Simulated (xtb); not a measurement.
heptane (C7H16), SMILES CCCCCCC. All values are semi-empirical tight-binding results from xtb (GFN2-xTB unless named), good for trends rather than for accurate numbers. Geometry optimised at GFN2-xTB. The values are those of a single conformer.

Optimised geometry:

Bond lengths (Å): C1–C2 1.524, C1–H8 1.088, C1–H9 1.088, C1–H10 1.088, C2–C3 1.527, C2–H11 1.093, C2–H12 1.093, C3–C4 1.527, C3–H13 1.093, C3–H14 1.093, C4–C5 1.527, C4–H15 1.093, C4–H16 1.093, C5–C6 1.527, C5–H17 1.093, C5–H18 1.093, C6–C7 1.524, C6–H19 1.093, C6–H20 1.092, C7–H21 1.088, C7–H22 1.088, C7–H23 1.088. Bond angles (°): C2–C1–H8 110.7, C2–C1–H9 110.5, C2–C1–H10 110.5, H8–C1–H9 108.4, H8–C1–H10 108.4, H9–C1–H10 108.3, C1–C2–C3 111.9, C1–C2–H11 109.4, C1–C2–H12 109.4, C3–C2–H11 109.2, C3–C2–H12 109.3, H11–C2–H12 107.6, C2–C3–C4 112.2, C2–C3–H13 109.2, C2–C3–H14 109.2, C4–C3–H13 109.3, C4–C3–H14 109.3, H13–C3–H14 107.5, C3–C4–C5 112.1, C3–C4–H15 109.3, C3–C4–H16 109.3, C5–C4–H15 109.3, C5–C4–H16 109.2, H15–C4–H16 107.5, C4–C5–C6 112.2, C4–C5–H17 109.3, C4–C5–H18 109.3, C6–C5–H17 109.2, C6–C5–H18 109.2, H17–C5–H18 107.5, C5–C6–C7 111.9, C5–C6–H19 109.2, C5–C6–H20 109.2, C7–C6–H19 109.4, C7–C6–H20 109.4, H19–C6–H20 107.6, C6–C7–H21 110.5, C6–C7–H22 110.7, C6–C7–H23 110.5, H21–C7–H22 108.4, H21–C7–H23 108.3, H22–C7–H23 108.4.
Charge 0, spin multiplicity 1.

Q: Estimate the properties. (An estimate is asked for; the answer gives what the named calculation found.)

A: 
```json
{
  "point_group_as_xtb_finds_it": "C2v",
  "orbital_gap": "12.79 eV",
  "dipole_moment": "0.03 D",
  "zero_point_energy": "135.2 kcal/mol",
  "G − E(el) at 298.15 K (modified RRHO)": "113.8 kcal/mol",
  "static polarisability (D4 model)": "86.8 bohr³",
  "solvation energy, GFN2-xTB/ALPB(water)": "-0.3 kcal/mol",
  "solvation energy, GFN2-xTB/ALPB(chcl3)": "-5.8 kcal/mol"
}
```

Computed IR lines (harmonic; lines under 4 % of the strongest left out, lines within 3 cm⁻¹ merged):
ν (cm⁻¹): 769 (w), 2977 (vs), 2987 (s), 3030 (vs), 3037 (m) (against the strongest line: vs over 80 %, s over 45 %, m over 15 %, w over 4 %, vw less)

Q: Give the atomic charges and the Wiberg bond orders between heavy atoms. (An estimate is asked for; the answer gives what the named calculation found.)

A: charges (e) C1 -0.10, C2 -0.05, C3 -0.06, C4 -0.06, C5 -0.06, C6 -0.05, C7 -0.10, H8 0.03, H9 0.03, H10 0.03, H11 0.03, H12 0.03, H13 0.03, H14 0.03, H15 0.03, H16 0.03, H17 0.03, H18 0.03, H19 0.03, H20 0.03, H21 0.03, H22 0.03, H23 0.03. Bond orders C1–C2 1.02, C2–C3 1.01, C3–C4 1.01, C4–C5 1.01, C5–C6 1.01, C6–C7 1.02.
